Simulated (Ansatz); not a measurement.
Abridged output of a molecular run in Ansatz:

```
Functional definition: HF
1466 factors; integrals over basis functions are off by at most 1.2e-3 eV
mean field evaluation 1: about -20866.4512 eV, gradient 2.8e1 eV
mean field evaluation 2: about -20866.7048 eV, gradient 2.8e1 eV
mean field evaluation 4: about -20869.1984 eV, gradient 3.8e0 eV
mean field evaluation 8: about -20869.2507 eV, gradient 2.3e-1 eV
mean field -20869.25099323 eV, -766.9308283148 hartree, gradient 2.1e-6 eV, S^2 0.000000; 0 other end points of the search recorded, 0 dependent functions left out
12 core orbitals not correlated: weight in the atoms' cores, before any rotation towards them, 1.000 or more for the frozen orbitals, at most 0.000 for the correlated occupied ones
reference -20869.25099323 eV, -766.9308283148 hartree; 13, 13 occupied and 233, 233 virtual orbitals, 1466 factors
second order -17.99547543 eV of doubles, -0.00000000 eV of singles
cycle   1  -19.03339164 eV  change    -1.0e0 eV  update   9.2e-2
cycle   2  -19.56309806 eV  change   -5.3e-1 eV  update   2.7e-2
cycle   3  -19.63071148 eV  change   -6.8e-2 eV  update   1.0e-2
cycle   4  -19.62637582 eV  change    4.3e-3 eV  update   2.6e-3
cycle   5  -19.62599840 eV  change    3.8e-4 eV  update   9.1e-4
cycle   6  -19.62584613 eV  change    1.5e-4 eV  update   2.7e-4
cycle   7  -19.62578617 eV  change    6.0e-5 eV  update   8.4e-5
cycle   8  -19.62579718 eV  change   -1.1e-5 eV  update   3.0e-5
perturbative correction -0.79285801 eV, -0.0291369945 hartree
Total energy: -20889.66964843 eV, -767.6812000530 hartree
```

Its atoms:

Cartesian coordinates in Å:
```
C 0.9064 1.7762 -0.6881
C 0.1758 0.6978 0.0854
S 0.1736 -0.8541 -0.8796
Si -0.8961 -2.0956 0.4703
H 1.9423 1.4890 -0.8791
H 0.9102 2.7093 -0.1191
H 0.4240 1.9649 -1.6492
H -0.8582 0.9924 0.2769
H 0.6628 0.5130 1.0452
H -0.9973 -3.4282 -0.1730
H -0.1871 -2.2113 1.7737
H -2.2562 -1.5534 0.7365
```

Question: Which basis set was used?
A. def2-SVP
B. def2-TZVPP
C. def2-SVPD
D. cc-pV(Q+d)Z

Answer: B. It gives 258 functions.

Question: Write the keys of the input that set method, charge and spin (a neutral closed shell needs none for the last two).

Answer: 
```yaml
correlation: {method: ccsd_t}
```
